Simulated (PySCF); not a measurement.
# Caesium: a sound run and one with changed settings

Sound run: Cs²⁺ [Kr] 4d10 5s2 5p5, Cs³⁺ [Kr] 4d10 5s2 5p4. All numbers are calculated (PySCF 2.14, scalar relativity through the core potential, in def2-SVP with the def2 core potential (46 electrons) (5s3p2d, 24 functions)). The sound run starts from symmetry-adapted Hartree-Fock orbitals and uses a fine grid where one is needed.

A second run was set up differently.

| species | method | sound run (hartree) | changed run (hartree) | converged |
| --- | --- | --- | --- | --- |
| Cs²⁺ | UHF | -18.88852 | -18.88852 | yes |
| Cs²⁺ | r2SCAN | -19.13532 | -17.66469 | yes |
| Cs²⁺ | LDA | -19.05114 | -17.69090 | yes |
| Cs³⁺ | UHF | -17.69403 | -17.69403 | yes |
| Cs³⁺ | r2SCAN | -17.89892 | -16.53043 | yes |
| Cs³⁺ | LDA | -17.81935 | -16.54993 | yes |

Ionisation energy of Cs²⁺:

| method | sound run (eV) | changed run (eV) |
| --- | --- | --- |
| UHF | 32.504 | 32.504 |
| r2SCAN | 33.644 | 30.865 |
| LDA | 33.519 | 31.047 |

Q: What was changed?
A. radial grid too coarse
B. a valence shell is frozen
C. all electrons correlated in a valence basis
D. basis contracted for another Hamiltonian

A: A. It used radial step 1.2 in ln r (0.13 in the sound run). A coarse radial grid mis-integrates the density and the exchange-correlation energy, with errors of either sign; Hartree-Fock needs no grid.
